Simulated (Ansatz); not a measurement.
Species: CH3OS, net charge -1, singlet state. 
Structure (B3LYP-D3(BJ)/def2-TZVP (Ansatz, a first-principles code) minimum search):
```
C
H 1 1.0973
H 1 1.0984 2 109.22
H 1 1.0984 2 109.22 3 -117.87
S 1 1.8292 2 108.98 4 -121.07
O 5 1.5798 1 104.31 2 180.00
```
Charge -1, spin multiplicity 1.

Basis-set convergence of Hartree-Fock and CCSD(T) correlation energies (hartree) with Ansatz. Correlated levels leave the core frozen unless marked. No spin-orbit coupling. Non-relativistic. This anion needs diffuse functions, which these sets lack.

```json
[
 {"basis": "cc-pV(D+d)Z", "functions": "66", "E(HF)": "-511.94347", "E(corr, CCSD(T))": "-0.51479"},
 {"basis": "cc-pV(T+d)Z", "functions": "141", "E(HF)": "(withheld)", "E(corr, CCSD(T))": "(withheld)"}
]
```

What belongs in the gaps?


- cc-pV(T+d)Z, E(HF): -512.01773
- cc-pV(T+d)Z, E(corr, CCSD(T)): -0.65906
